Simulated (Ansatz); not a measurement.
CH₅FSSi, SMILES `F[SiH2]CS`, charge 0, multiplicity 1.

(1) Give a relaxed structure at PBE0-D4/def2-TZVP (Ansatz). (Estimate.)

Answers

(1) Computed: 
```xyz
9

F    -1.258   -1.419   -0.497
Si   -0.217   -0.308   -1.000
C     0.715    0.321    0.486
S    -0.425    0.949    1.750
H     0.691   -0.968   -1.972
H    -0.982    0.787   -1.638
H     1.321    1.180    0.181
H     1.394   -0.424    0.905
H    -1.239   -0.118    1.784
```
This is one stationary point; other conformers may exist.
